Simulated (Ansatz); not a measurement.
Born–Oppenheimer molecular dynamics of CH5AlO3 (10 atoms, charge 0, multiplicity 1). It starts from a rough guess of a transition structure, not a stationary point.

Level of theory: Ansatz 0.2.0, UKS PBE0-D4/6-31G.

```json
{
 "ensemble": "NVE (velocity Verlet)",
 "time step": "0.5 fs",
 "steps asked": "150",
 "starting velocities drawn for": "600 K",
 "seed": "579089"
}
```

First frame:

```xyz
10
Properties=species:S:1:pos:R:3
Al -1.337 -0.727 -0.690
O 0.250 0.647 -0.106
C 1.475 0.790 0.550
O -0.651 -0.421 -2.131
H 0.084 0.220 -1.301
O -2.407 -1.406 0.335
H 2.032 1.611 0.086
H 1.301 1.032 1.604
H 2.080 -0.121 0.498
H -2.828 -1.627 1.156
```

Problem. How far do the bonds stretch over the last three quarters of this one trajectory? (Pairs bonded in most of those frames.)

Solution. 
```tsv
bond	mean (Å)	spread (Å)	shortest	longest
Al1–O2	2.063	0.198	1.80	2.29
Al1–O4	1.687	0.034	1.62	1.75
Al1–O6	1.730	0.063	1.64	1.84
O2–C3	1.460	0.047	1.39	1.54
O2–H5	1.025	0.037	0.95	1.09
C3–H7	1.091	0.008	1.08	1.10
C3–H8	1.089	0.012	1.07	1.11
C3–H9	1.096	0.010	1.07	1.12
O6–H10	0.963	0.016	0.94	0.99
```

Mean temperature of the second half: 625 K. The conserved energy stayed within 0.13 meV per atom of its start (net change -0.073 meV per atom), so the integration is sound. A run of 0.075 ps of so small a system gives no equilibrium averages. The orbitals stay closed-shell, which can raise the energy where a bond breaks towards radicals; this wasn't checked here. Limits of this set-up: no polarisation functions.

The run took 6.5 min on 1 thread of Intel(R) Xeon(R) 6975P-C (Granite Rapids), with other jobs on the host, peak memory 0.19 GiB.
